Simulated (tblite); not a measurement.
Record of a relaxation.

C5H10BNO2.
Bonds: C1–N2, N2–B3, B3–C4, C4–C5, C5–O6, O6–C7, C7–C8 (double), C8–O9, B3–O9. Hydrogens: H10, H11, H12 on C1; H13 on N2; H14, H15 on C4; H16, H17 on C5; H18 on C7; H19 on C8.

Computed with GFN2-xTB (tblite), gas phase: L-BFGS steps from a force-field or distance-geometry start until the largest atomic force falls under 0.01 eV/Å. 4 of its 100 geometries are shown.

Step 0: E = -764.0361 eV, largest atomic force 2.702 eV/Å
```
atom  x, y, z in Å  |  force x, y, z in eV/Å
C1      2.726    0.880   -0.093    0.827   0.322  -0.134
N2      1.921   -0.041   -0.885   -1.285  -1.215   1.028
B3      0.474   -0.062   -0.473   -0.180   2.574  -0.802
C4     -0.043   -1.230    0.466   -0.334   1.112   0.673
C5     -1.458   -1.591    0.048   -0.436   0.665  -0.771
O6     -2.407   -0.624    0.506   -0.985   0.527   0.525
C7     -2.460    0.754    0.287    0.590  -0.600  -0.270
C8     -1.564    1.569   -0.290    0.436  -1.861   0.103
O9     -0.353    1.125   -0.813    1.442  -1.197   0.834
H10     2.784    0.541    0.979    0.189   0.406  -0.792
H11     3.739    0.919   -0.564   -0.504  -0.099   0.594
H12     2.344    1.919   -0.116   -0.119  -0.720  -0.055
H13     2.320   -1.021   -0.757   -0.515   1.633  -0.343
H14     0.632   -2.092    0.520   -0.350   0.238   0.196
H15    -0.182   -0.719    1.475    0.521  -0.941  -0.738
H16    -1.505   -1.611   -1.062   -0.108  -0.317   0.353
H17    -1.780   -2.561    0.462   -0.163   0.462  -0.065
H18    -3.378    1.234    0.655    0.381  -0.796  -0.043
H19    -1.821    2.621   -0.354    0.592  -0.193  -0.291
```

Step 33: E = -765.5263 eV, largest atomic force 0.303 eV/Å
```
atom  x, y, z in Å  |  force x, y, z in eV/Å
C1      2.825    1.071   -0.313   -0.085   0.181  -0.154
N2      1.930   -0.047   -0.149   -0.253  -0.166  -0.004
B3      0.533   -0.021   -0.012    0.091  -0.051   0.130
C4     -0.197   -1.375    0.448    0.019   0.027  -0.027
C5     -1.642   -1.548   -0.010   -0.077   0.033  -0.088
O6     -2.576   -0.607    0.474   -0.052   0.008   0.084
C7     -2.451    0.714    0.171   -0.035  -0.011  -0.030
C8     -1.397    1.476   -0.113    0.079   0.016   0.028
O9     -0.079    1.179   -0.196    0.145  -0.036  -0.121
H10     3.402    1.226    0.594    0.188   0.071   0.181
H11     3.512    0.934   -1.148    0.077  -0.189  -0.082
H12     2.248    1.969   -0.515   -0.140  -0.018   0.071
H13     2.395   -0.928    0.002    0.146   0.063  -0.019
H14     0.331   -2.257    0.090    0.183  -0.057  -0.074
H15    -0.156   -1.429    1.534   -0.115   0.033   0.179
H16    -1.664   -1.563   -1.104   -0.026   0.106  -0.185
H17    -2.050   -2.501    0.338    0.024  -0.078   0.079
H18    -3.422    1.187    0.206   -0.026   0.049   0.043
H19    -1.551    2.529   -0.304   -0.142   0.021  -0.012
```

Step 66: E = -765.5871 eV, largest atomic force 0.052 eV/Å
```
atom  x, y, z in Å  |  force x, y, z in eV/Å
C1      2.790    1.071   -0.371   -0.022  -0.009   0.001
N2      1.950   -0.056   -0.028   -0.020  -0.031  -0.009
B3      0.553   -0.058    0.070    0.012   0.006   0.027
C4     -0.214   -1.393    0.518    0.012   0.004  -0.020
C5     -1.615   -1.508   -0.092    0.026  -0.020  -0.019
O6     -2.568   -0.629    0.472   -0.005  -0.048  -0.002
C7     -2.440    0.701    0.216   -0.006  -0.026   0.008
C8     -1.380    1.438   -0.111    0.009  -0.002  -0.034
O9     -0.071    1.113   -0.250    0.041   0.029   0.015
H10     3.466    1.313    0.454    0.008   0.018   0.000
H11     3.391    0.862   -1.261   -0.027  -0.016   0.006
H12     2.149    1.925   -0.567    0.015   0.011  -0.009
H13     2.475   -0.888    0.190   -0.012  -0.005  -0.012
H14     0.355   -2.276    0.219   -0.009  -0.003   0.016
H15    -0.317   -1.440    1.604   -0.012   0.016  -0.007
H16    -1.565   -1.343   -1.178    0.018  -0.006   0.005
H17    -2.033   -2.504    0.089   -0.002   0.017   0.011
H18    -3.397    1.193    0.321   -0.009   0.029   0.000
H19    -1.538    2.491   -0.303   -0.018   0.037   0.022
```

Step 99: E = -765.6036 eV, largest atomic force 0.006 eV/Å
```
atom  x, y, z in Å  |  force x, y, z in eV/Å
C1      2.777    1.022   -0.470    0.001   0.000  -0.001
N2      1.933   -0.068   -0.034   -0.001   0.002   0.004
B3      0.550   -0.019    0.169   -0.001   0.000   0.001
C4     -0.250   -1.327    0.629    0.004   0.003   0.000
C5     -1.532   -1.512   -0.195    0.003   0.001   0.002
O6     -2.599   -0.686    0.222   -0.002  -0.003  -0.001
C7     -2.450    0.665    0.173   -0.001  -0.001  -0.004
C8     -1.386    1.454    0.035   -0.005  -0.001  -0.001
O9     -0.062    1.172   -0.091   -0.004  -0.002   0.000
H10     3.503    1.290    0.303    0.003  -0.002   0.001
H11     3.321    0.752   -1.379   -0.001  -0.001  -0.001
H12     2.147    1.883   -0.676    0.000   0.000   0.003
H13     2.445   -0.915    0.156    0.002  -0.002  -0.003
H14     0.361   -2.224    0.518   -0.002   0.000   0.001
H15    -0.543   -1.270    1.680    0.004  -0.001   0.002
H16    -1.322   -1.339   -1.259   -0.002   0.001  -0.006
H17    -1.927   -2.526   -0.078   -0.002  -0.002   0.001
H18    -3.417    1.135    0.280    0.002   0.003   0.002
H19    -1.559    2.523    0.010    0.000   0.003   0.000
```

**Question.** Summarise the path.

**Answer.** The energy falls by 36.15 kcal/mol from step 0 to step 99; nine tenths of that is first reached at step 29. It falls at every step. The largest force goes from 2.702 to 0.006 eV/Å. Among the bonds B3–O9 changes most, from 1.486 to 1.364 Å; the atoms move by 0.622 Å rms after alignment.

The cost below is that of the whole relaxation. The run took 1.1 s on Arm Neoverse N1, one thread, no GPU, on a shared host.
